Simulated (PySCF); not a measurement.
# The potential of point charges around `CC[C@@H](C)CC(F)F`

Species: `CC[C@@H](C)CC(F)F`. Coordinates (PBE0-D3(BJ)/def2-SVP, Å) and charges (e) from the PBE0/pcSseg-1 density (PySCF):

```tsv
atom	x	y	z	Mulliken	IAO	Hirshfeld	ESP-fitted
C1	2.308	0.108	-0.246	-0.2640	-0.4086	-0.1133	-0.3295
C2	1.099	0.304	0.652	-0.2320	-0.2414	-0.0620	+0.0516
C3	-0.242	-0.094	0.029	-0.3795	-0.0959	-0.0201	+0.3588
C4	-0.284	-1.568	-0.364	-0.2321	-0.4120	-0.1156	-0.5607
C5	-1.378	0.279	0.980	-0.2491	-0.2875	-0.0877	-0.5158
C6	-2.760	0.149	0.398	+0.5470	+0.4552	+0.1468	+0.5505
F7	-2.882	0.938	-0.698	-0.3068	-0.3110	-0.1045	-0.2611
F8	-3.678	0.564	1.303	-0.3055	-0.3075	-0.1090	-0.2588
H9	3.224	0.484	0.235	+0.1213	+0.1416	+0.0423	+0.0939
H10	2.481	-0.951	-0.489	+0.1162	+0.1321	+0.0376	+0.0832
H11	2.187	0.652	-1.198	+0.1131	+0.1338	+0.0389	+0.0743
H12	1.236	-0.259	1.594	+0.1117	+0.1218	+0.0335	+0.0062
H13	1.038	1.366	0.946	+0.1207	+0.1282	+0.0373	0.0000
H14	-0.377	0.512	-0.886	+0.1325	+0.1313	+0.0303	-0.0033
H15	-0.148	-2.214	0.520	+0.1086	+0.1297	+0.0368	+0.1393
H16	-1.237	-1.844	-0.838	+0.1192	+0.1316	+0.0383	+0.1334
H17	0.510	-1.815	-1.084	+0.1268	+0.1400	+0.0418	+0.1377
H18	-1.276	1.330	1.297	+0.1339	+0.1468	+0.0424	+0.1478
H19	-1.335	-0.337	1.895	+0.1299	+0.1416	+0.0436	+0.1265
H20	-3.027	-0.880	0.098	+0.0880	+0.1303	+0.0427	+0.0259
```

Points outside the species (Å): A (-3.1, 3.6, -1.8); B (-8.2, 2.9, 1.3); C (2.8, 1.3, -4.8); D (-0.7, -6.9, 2.3); E (5.3, -3.1, -4.2).

Q: Find the potential V = 14.3996 V·Å × Σ q/r of each set of charges at these points.

A: In volts:

| point | nearest atom | distance (Å) | Mulliken | IAO | Hirshfeld | ESP-fitted |
| --- | --- | --- | --- | --- | --- | --- |
| A | F7 | 2.89 | -0.581 | -0.541 | -0.200 | -0.362 |
| B | F8 | 5.09 | -0.232 | -0.238 | -0.095 | -0.172 |
| C | H11 | 3.71 | +0.056 | +0.054 | +0.028 | +0.049 |
| D | H15 | 5.04 | +0.144 | +0.130 | +0.047 | +0.087 |
| E | H10 | 5.13 | +0.123 | +0.086 | +0.040 | +0.062 |

Q: How far are the other sets from the ESP-fitted one at these points?

A: Root-mean-square difference: Hirshfeld 0.083 V, IAO 0.088 V, Mulliken 0.108 V. The ESP scheme is a least-squares fit of atom-centred charges to the potential on four shells outside the van der Waals surface, with the total charge fixed.

Q: What energy would a point charge of -1 e have at A in the field of the ESP charges, leaving out polarisation?

A: +0.362 eV = +34.9 kJ/mol, a repulsion.

Isolated species at its PBE0-D3(BJ)/def2-SVP geometry (one conformer only).

The run behind these numbers computed NMR shieldings as well. The run took 27 s on one thread of an Arm Neoverse V2, no GPU, shared host.

The values belong to the conformer `[CH3:1][CH2:2][C@@H:3]([CH3:4])[CH2:5][CH:6]([F:7])[F:8]`: C1–C2–C3–C4 60°, C2–C3–C5–C6 170°, C3–C5–C6–F7 -59°.
